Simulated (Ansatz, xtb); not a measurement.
# Relative energy of two isomers of C4H5FS2

Structure I: `CC(=C=S)SCF`, a singlet. Structure II: `C=CSSC(=C)F`, a singlet. Both are isolated molecules in the gas phase, relaxed with PBE-D3(BJ)/def2-SVP; the shapes shown needn't be the lowest conformers.

I (Å):

```xyz
12

C    -1.2592   -0.6556    0.5400
C    -1.6424    0.7973    0.4683
C    -2.7445    1.3728    0.9432
C     0.6588    2.2723    0.9786
F     1.4731    1.1819    1.2074
S    -4.0461    2.0636    1.4942
S    -0.5674    1.9840   -0.3382
H    -2.0288   -1.2481    1.0716
H    -0.2900   -0.7642    1.0686
H    -1.1309   -1.0732   -0.4806
H     0.1255    2.5309    1.9180
H     1.2725    3.1338    0.6325
```

II (Å):

```yaml
atoms:
  - { symbol: C, position_ang: [0.0296, 1.3799, 4.3051] }
  - { symbol: C, position_ang: [-0.3911, 1.2945, 3.0299] }
  - { symbol: C, position_ang: [1.5190, 1.1555, -0.0983] }
  - { symbol: C, position_ang: [2.2584, 1.3810, -1.1990] }
  - { symbol: F, position_ang: [1.9984, 0.4641, 0.9476] }
  - { symbol: S, position_ang: [-0.2252, 2.6369, 1.8835] }
  - { symbol: S, position_ang: [-0.1855, 1.6259, 0.0403] }
  - { symbol: H, position_ang: [-0.1787, 0.5607, 5.0100] }
  - { symbol: H, position_ang: [0.5727, 2.2589, 4.6864] }
  - { symbol: H, position_ang: [-0.9192, 0.4107, 2.6329] }
  - { symbol: H, position_ang: [1.8604, 2.0008, -2.0120] }
  - { symbol: H, position_ang: [3.2587, 0.9329, -1.2926] }
```

Quicker runs give these differences E(II) − E(I): GFN2-xTB −13.62 kJ/mol; HF/STO-3G +2.59 kJ/mol (at GFN2-xTB geometries); r2SCAN-D4/def2-SVP +19.19 kJ/mol (at GFN2-xTB geometries).

Q: Estimate E(II) − E(I) at the level CCSD(T)/def2-SVP + ΔMP2/def2-TZVPP.

A: Too close to call at this level: CCSD(T)/def2-SVP + ΔMP2/def2-TZVPP gives E(II) − E(I) = −0.85 kJ/mol.

Level by level:

```tsv
level	geometry	E(II) − E(I) (kJ/mol)	departure from the last row (kJ/mol)	job, with rough time for the two
GFN2-xTB	GFN2-xTB	−13.62	−12.77	optimisation, 0.27 s
HF/STO-3G	GFN2-xTB	+2.59	+3.44	single point, 0.38 s
r2SCAN-D4/def2-SVP	GFN2-xTB	+19.19	+20.04	single point, 2.2 s
PBE-D3(BJ)/def2-SVP	PBE-D3(BJ)/def2-SVP	+11.91	+12.76	optimisation, 24 s
HF/def2-SVP	PBE-D3(BJ)/def2-SVP	+3.87	+4.72	part of the CCSD(T) run
MP2/def2-SVP	PBE-D3(BJ)/def2-SVP	+34.76	+35.61	part of the CCSD(T) run
CCSD(T)/def2-SVP	PBE-D3(BJ)/def2-SVP	+19.04	+19.89	single point
CCSD(T)/def2-SVP + ΔMP2/def2-TZVPP	PBE-D3(BJ)/def2-SVP	−0.85		single point, 37 s
```

As drawn, II has 1 C=C, 1 S–S in place of 1 C–C, 1 C=S.

The largest departure from CCSD(T)/def2-SVP + ΔMP2/def2-TZVPP is that of MP2/def2-SVP, 35.61 kJ/mol. The last row adds to CCSD(T) the change of the MP2 difference between the two basis sets, here −19.89 kJ/mol, a large step that makes the value less sure.

With thermal terms from frequencies at re-optimised GFN2-xTB minima (ideal gas, soft modes damped towards free rotors, one conformer each, 298.15 K, 1 atm): on the last row, ΔE + ΔZPE = −4.68, ΔH = −4.75, ΔG = −3.73 kJ/mol.

The correlated steps freeze 15 core orbitals. Programs: Ansatz 0.2.0, xtb 6.7.1; the last row on 4 threads of Intel(R) Xeon(R) Platinum 8488C (Sapphire Rapids) on a shared host.
